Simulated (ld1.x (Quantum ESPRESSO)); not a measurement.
Ge, TM: configuration errors across variants

- Element: germanium
- Generator: ld1.x (Quantum ESPRESSO) 7.5
- Type: norm-conserving Troullier–Martins (Kleinman–Bylander form)
- Functional: LDA (PZ)
- Relativity: scalar-relativistic
- Frozen core: [Ar] 3d10
- Valence charge: 4
- Reference configuration: 4s1.75 4p2.25
- Partial waves: 4s (bound): rc 1.90 bohr; 4p (bound): rc 1.65 bohr
- Local potential: all-electron potential smoothed inside 1.40 bohr (lloc = -1)
- Core correction: Bessel-smoothed model core, default radius (core density twice the valence density)

All-electron excitation energies from the reference (eV): (1) 4s2 4p2 -1.984; (2) 4s2 4p1 5.653; (3) 4s2 4p0 21.368; (4) 4s1 4p3 6.060; (5) 4s1 4p0 56.587; (6) 4s0 4p4 14.376; (7) 4s2 4p2.3 -2.911; (8) 4s1.75 4p2.25 spin -0.907; (9) 4s2 4p2 spin -2.547.

Spin tests fill each open shell by Hund’s rule, majority spin first.

Tests that are not counted but printed errors over 1 eV. “all radii but the core radius scaled by about 0.88 (s 1.68, p 1.46 bohr); local potential all-electron potential smoothed inside 1.24 bohr (lloc = -1)”: 4s1 4p0 (solver errors, printed error +4.3 eV).

A true bound ghost makes a file unfit for plane-wave use even where its test errors are small: the radial tests pick states by their node count and pass the ghost by. Where a test does run into it, the solver fails or the error is huge.

Errors AE − PS in meV (a dash: test not solved or not reliable):

```tsv
change	(1)	(2)	(3)	(4)	(5)	(6)	(7)	(8)	(9)	bound ghosts
base	-0.2	-1.6	-19	-5.2	-162	-30	-0.1	-2.8	-1.3	none
all radii but the core radius scaled by about 0.75 (s 1.44, p 1.24 bohr); local potential all-electron potential smoothed inside 1.06 bohr (lloc = -1)	-0.2	-2.2	-53	-4.0	-281	-17	0.0	-6.1	-2.7	s
all radii but the core radius scaled by about 0.88 (s 1.68, p 1.46 bohr); local potential all-electron potential smoothed inside 1.24 bohr (lloc = -1)	-0.4	-3.7	-56	-4.6	–	-16	-0.7	-6.8	-3.9	s
all radii but the core radius scaled by about 1.04 (s 1.98, p 1.72 bohr); local potential all-electron potential smoothed inside 1.46 bohr (lloc = -1)	-0.4	-2.1	-23	-6.6	-187	-37	-0.3	-2.9	-1.3	none
all radii but the core radius scaled by about 1.18 (s 2.24, p 1.94 bohr); local potential all-electron potential smoothed inside 1.64 bohr (lloc = -1)	-0.9	-2.4	-19	-12	-195	-70	-0.7	-2.7	-0.7	none
all radii but the core radius scaled by about 1.28 (s 2.44, p 2.12 bohr); local potential all-electron potential smoothed inside 1.80 bohr (lloc = -1)	-1.4	-2.3	-15	-17	-207	-99	-1.1	-3.9	-0.9	none
```

Q: Give the same row for: all radii but the core radius scaled by about 1.37 (s 2.60, p 2.26 bohr); local potential all-electron potential smoothed inside 1.92 bohr (lloc = -1).

A: -2.0, -1.9, -6.8, -23, -217, -136, -1.7, -5.0, -1.0; bound ghosts: none.
